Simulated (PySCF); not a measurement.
C₄H₆OSe. Atoms are numbered in the order given.

```xyz
12

C      2.4791     0.0547     0.0415
C      1.3648    -0.6648    -0.0521
O      1.1103    -1.9220     0.4244
C     -0.2572    -1.8642    -0.0132
C     -0.0144    -0.4769    -0.6290
Se    -0.9580     1.0716     0.0822
H      2.5097     1.0553    -0.3897
H      3.3597    -0.3429     0.5477
H     -0.4941    -2.6719    -0.7238
H     -0.9576    -1.8827     0.8357
H     -0.0446    -0.4438    -1.7265
H     -2.1167     0.9365    -0.8170
```

Coordinates come from a PBE0-D3(BJ)/def2-SVP optimisation. The structure was generated by enumeration; whether it is a known compound was not checked. The values are those of a single conformer.

Computed with PBE/pcSseg-1 in PySCF.

GIAO shieldings, no solvent; atoms listed in one row are averaged. δ = σ(ref) − σ: ¹³C against TMS (σ = 182.0 ppm); ¹⁷O against H2O (σ = 334.3 ppm); ⁷⁷Se against Me2Se (σ = 1634.8 ppm); ¹H against TMS (σ = 31.49 ppm), references at their B3LYP-D3(BJ)/def2-TZVP geometries, non-relativistic.

Q: Estimate the chemical shifts. (An estimate is asked for; the answer gives what the named calculation found.)

A: 
| nucleus | atoms | count | δ (ppm) |
|---|---|---|---|
| ¹³C | C2 | 1 | 172.8 |
| ¹³C | C4 | 1 | 87.1 |
| ¹³C | C1 | 1 | 84.6 |
| ¹³C | C5 | 1 | 43.1 |
| ¹⁷O | O3 | 1 | 186.6 |
| ⁷⁷Se | Se6 | 1 | -16.2 |
| ¹H | H9 | 1 | 5.19 |
| ¹H | H10 | 1 | 4.82 |
| ¹H | H11 | 1 | 4.77 |
| ¹H | H8 | 1 | 4.70 |
| ¹H | H7 | 1 | 4.43 |
| ¹H | H12 | 1 | 2.73 |
